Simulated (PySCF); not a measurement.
Simulated outer-valence photoelectron spectrum of `N#C[BH2-][PH3+]`. Method used: EOM-IP-CCSD/aug-cc-pVDZ in PySCF, restricted Hartree–Fock reference, frozen core, non-relativistic, gas phase, PBE0-D3(BJ)/def2-SVP geometry.

Each root has a Gaussian of 0.6 eV full width with its one-hole share as area; cross sections and vibrations are left out, and the highest printed point is 100.

```csv
ionisation energy (eV),intensity
10.2,0
10.4,2
10.6,12
10.8,44
11.0,89
11.2,100
11.4,68
11.6,46
11.8,50
12.0,47
12.2,26
12.4,17
12.6,38
12.8,81
13.0,99
13.2,68
13.4,26
13.6,7
13.8,10
14.0,28
14.2,48
14.4,44
14.6,22
14.8,6
15.0,1
15.2,4
15.4,21
15.6,59
15.8,95
16.0,86
16.2,45
16.4,13
16.6,2
16.8,0
```

Task: Where are the maxima, and how many lines lie under the curve?

Result: 5 maxima, at 11.1, 11.9, 13.0, 14.3 and 15.9 eV, from 8 lines. At this width some lines have no maximum of their own.

Task: List the lines with their holes.

Result: 
```json
{"E (eV)": "11.09", "leading hole (HF orbital)": "HOMO-1", "area": "0.95", "Koopmans (eV)": "11.49"}
{"E (eV)": "11.18", "leading hole (HF orbital)": "HOMO", "area": "0.95", "Koopmans (eV)": "11.49"}
{"E (eV)": "11.90", "leading hole (HF orbital)": "HOMO-4", "area": "0.93", "Koopmans (eV)": "13.99"}
{"E (eV)": "12.91", "leading hole (HF orbital)": "HOMO-2", "area": "0.94", "Koopmans (eV)": "13.63"}
{"E (eV)": "13.03", "leading hole (HF orbital)": "HOMO-3", "area": "0.95", "Koopmans (eV)": "13.66"}
{"E (eV)": "14.27", "leading hole (HF orbital)": "HOMO-5", "area": "0.93", "Koopmans (eV)": "15.89"}
{"E (eV)": "15.79", "leading hole (HF orbital)": "HOMO-6", "area": "0.94", "Koopmans (eV)": "16.63"}
{"E (eV)": "15.94", "leading hole (HF orbital)": "HOMO-7", "area": "0.94", "Koopmans (eV)": "16.93"}
```

The widest gap, 1.52 eV, lies between 14.27 and 15.79 eV. Only orbitals with −ε under 21 eV, eight at most, were ionised, so the high end of the curve may lack lines.
